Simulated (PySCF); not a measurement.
silicon dioxide molecule (O2Si), SMILES O=[Si]=O.

Coordinates come from a ωB97X-D3(BJ)/def2-TZVP optimisation.

These are PySCF with PBE/def2-TZVPD values and carry that method's errors.

Gas-phase values at a fixed geometry.

```
Item                                                                                                            Value
---------------------------------------------------------------------------------------------  ----------------------
total energy                                                                                       -439.73626 hartree
point group                                                                                                       D∞h
highest occupied level                                                                                       -8.46 eV
lowest empty level                                                                                           -4.49 eV
orbital gap                                                                                                   3.97 eV
dipole moment                                                                                                  0.00 D
quadrupole, principal values (traceless, Buckingham form, about the centre of nuclear charge)  -11.02, 5.51, 5.51 D·Å
mean static polarisability                                                                       31.3 bohr³ (4.64 Å³)
polarisability, principal values                                                               26.4, 26.4, 41.1 bohr³
```
